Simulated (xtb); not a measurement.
SiOCl2, SMILES O=[Si](Cl)Cl. All values are semi-empirical tight-binding results from xtb (GFN2-xTB unless named), good for trends rather than for accurate numbers. Geometry: GFN2-xTB.

### Question
Estimate the properties. (The exact figures need the calculation; the answer reports its results.)

### Answer

```json
{
  "point_group_as_xtb_finds_it": "C2v",
  "orbital_gap": "5.54 eV",
  "dipole_moment": "2.92 D",
  "zero_point_energy": "4.5 kcal/mol",
  "G − E(el) at 298.15 K (modified RRHO)": "-13.7 kcal/mol",
  "static polarisability (D4 model)": "65.8 bohr³",
  "solvation energy, GFN2-xTB/ALPB(water)": "1.7 kcal/mol",
  "solvation energy, GFN2-xTB/ALPB(octanol)": "-1.4 kcal/mol"
}
```
